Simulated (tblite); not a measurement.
Compound: C5H11FO3Si.
Geometry (GFN2-xTB, Å), atoms numbered from 1 in this order:
```
atom  x, y, z in Å
C1     2.5563   -0.1850    1.1126
O2     1.1453   -0.1110    1.0656
C3     0.6271   -0.1662   -0.2203
O4     0.9990    0.9496   -0.9638
Si5   -0.1077    2.1510   -0.7684
O6    -1.2979    1.2047   -0.1611
C7    -0.9247   -0.1503   -0.1465
C8    -1.5141   -0.8656   -1.3589
C9    -1.4503   -0.7574    1.1548
F10   -1.1463   -2.0915    1.2203
H11    2.8248   -0.1282    2.1648
H12    2.9044   -1.1337    0.6898
H13    3.0099    0.6434    0.5617
H14    0.9982   -1.0597   -0.7487
H15    0.2632    3.1168    0.2498
H16   -0.3905    2.6306   -2.1084
H17   -1.0407   -0.4926   -2.2641
H18   -2.5814   -0.6640   -1.4113
H19   -1.3516   -1.9370   -1.2748
H20   -0.9918   -0.2693    2.0167
H21   -2.5400   -0.6677    1.1897
```

Calculated harmonic vibrations of the isolated species, GFN2-xTB (tblite), most abundant isotopes, no scaling. Errors from tens to a few hundred cm⁻¹ against measured bands are possible. Modes of hydrogen on silicon can be 10 to 20 % off. One conformer, not necessarily the lowest.

Harmonic wavenumbers (cm⁻¹): 57.5, 75.4, 95.6, 122.2, 178.7, 188.7, 218.2, 228.6, 316.3, 322.7, 338.0, 390.5, 480.1, 493.6, 518.6, 570.5, 620.0, 661.2, 700.3, 789.8, 809.5, 847.0, 892.2, 920.5, 954.6, 1001.2, 1014.7, 1050.3, 1066.2, 1106.0, 1130.9, 1135.9, 1154.9, 1170.3, 1222.0, 1228.8, 1272.4, 1311.1, 1326.7, 1391.9, 1392.2, 1430.1, 1457.4, 1472.5, 1479.9, 1485.0, 2354.0, 2381.7, 2849.1, 2925.3, 2954.5, 2960.8, 2995.3, 3032.4, 3036.0, 3038.6, 3044.4.

A = 1429, B = 1149, C = 778.4 MHz; mass 166.046 u (most abundant isotopes); point group C1, symmetry number 1.

Question: Zero-point energy?

Answer: Half the sum of the wavenumbers: 34831 cm⁻¹ = 416.68 kJ/mol.

Question: Give the ideal-gas entropy at 400 K and 1 bar in the rigid-rotor, harmonic-oscillator model (classical rotation).

Answer: Translation 178.72, rotation 128.81, vibration 193.38: S = 500.9 J/(mol K).

Question: And Cp and H(400 K) − H(0)?

Answer: Cp = 234.07 J/(mol K), of which vibrations give 200.81 (their classical limit is 57 R = 473.9); H(400 K) − H(0) = 54.23 kJ/mol without the zero-point energy, 40.92 from vibrations.

Question: What must be added to the electronic energy to get the Gibbs energy at 400 K and 1 bar?

Answer: ZPE + [H(400 K) − H(0)] − T·S = 416.68 + 54.23 − 200.36 = 270.55 kJ/mol.

Question: Blend soft modes into free rotors: weight 1/[1 + (100 cm⁻¹/ν̃)⁴] for the oscillator and the rest for a rotor with moment μB/(μ + B), μ = h/(8π²ν), B = 10⁻⁴⁴ kg m². What vibrational entropy results?

Answer: 181.13 J/(mol K) in place of 193.38, which changes −T·S at 400 K by +4.90 kJ/mol.

Question: Which modes carry the vibrational entropy at 400 K?

Answer: 57.5 cm⁻¹: 21.43; 75.4 cm⁻¹: 19.19; 95.6 cm⁻¹: 17.23; 122.2 cm⁻¹: 15.22; 178.7 cm⁻¹: 12.13; 188.7 cm⁻¹: 11.69 J/(mol K); the other 51 give 96.49 together.

Question: How do the functions run with temperature in this model?

Answer: 
| T (K) | S (J/(mol K)) | Cp (J/(mol K)) | H − H(0) (kJ/mol) | G − H(0) (kJ/mol) | ln q(vib) |
| --- | --- | --- | --- | --- | --- |
| 100 | 299.8 | 86.8 | 5.72 | -24.26 | 1.73 |
| 200 | 375.6 | 137.0 | 16.95 | -58.17 | 4.77 |
| 300 | 440.6 | 186.8 | 33.13 | -99.03 | 7.87 |
| 500 | 557.6 | 274.3 | 79.71 | -199.10 | 14.01 |
| 800 | 706.2 | 356.4 | 175.49 | -389.44 | 22.79 |
| 1000 | 789.6 | 391.0 | 250.43 | -539.20 | 28.20 |

q(vib) and H(0) count from the zero-point level.

Hindered rotation and anharmonicity are outside this model. Other conformers, if any are populated, would add a mixing term that is left out. The structure is chiral; the term R ln 2 for an equal mix with its mirror image is left out.

Time: 1.7 s wall. Hardware: one thread of an Arm Neoverse N1 (shared host). This covers the Hessian and the dipole derivatives.
